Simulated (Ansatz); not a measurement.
CF$_{2}$NSi, SMILES `N#C[Si](F)F` radical, relaxed with UKS PBE-D4/def2-SVP in the Gaussian-basis code of Ansatz from a rough embedded geometry. The force threshold is 0.03 eV/Å; the program also tests the step.

Charge 0, multiplicity 2.

Start:

```xyz
5

N    -0.825    1.747    1.336
C    -0.491    0.841    0.591
Si   -0.056   -0.549   -0.628
F     1.121   -0.146   -1.472
F     0.251   -1.893    0.174
```

**Question.** How much energy does the relaxation release, and in how many steps? (Estimate.)

**Answer.** The calculation gave: 0.47 eV, in 7 steps.

**Question.** Which bonds change most? (Estimate.)

**Answer.** Ansatz gave: Si3–F4 from 1.503 to 1.626 Å; N1–C2 from 1.220 to 1.175 Å; C2–Si3 from 1.900 to 1.858 Å; Si3–F5 from 1.595 to 1.626 Å.

**Question.** Give the relaxed structure. (Estimate.)

**Answer.** Ansatz gave: 
```xyz
5

N    -0.817    1.696    1.302
C    -0.463    0.824    0.598
Si   -0.128   -0.537   -0.622
F     1.171   -0.106   -1.500
F     0.238   -1.877    0.222
```
